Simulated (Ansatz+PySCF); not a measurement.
triplet CoH2O(+): levels of theory in one basis

```xyz
4

Co    0.0000    0.0000    0.0000
O     0.0000    0.0000    2.0800
H     0.7750    0.0000    2.6550
H    -0.7750    0.0000    2.6550
```

Basis set: def2-SVP (spherical functions). Correlated methods keep 6 orbitals frozen. Correlation on ROHF uses semicanonical orbitals with singles. Charge 1, multiplicity 3.

Computed with Ansatz (development build ahead of 0.2.0); each method stands on the lowest determinant of its kind that the runs found.

```json
{"method": "ROHF", "E − E(ROHF) (eV)": "0.00", "<S²> of the determinant": "2.00"}
{"method": "UHF", "E − E(ROHF) (eV)": "-1.13", "<S²> of the determinant": "2.98"}
{"method": "UHF-MP2", "E − E(ROHF) (eV)": "-13.20", "<S²> of the determinant": "2.98"}
```

What does ROHF-MP2 give on the same scale?

-13.84 eV.

The restricted and unrestricted rows may stand on different electronic states: another unrestricted solution lies nearer the restricted one.

Caution: another spin multiplicity may lie lower. Caution for ROHF, ROHF-MP2: an unrestricted determinant lies well below. Caution for UHF, UHF-MP2: the unrestricted determinant is a mixture of spin states; the determinant may break the point group.
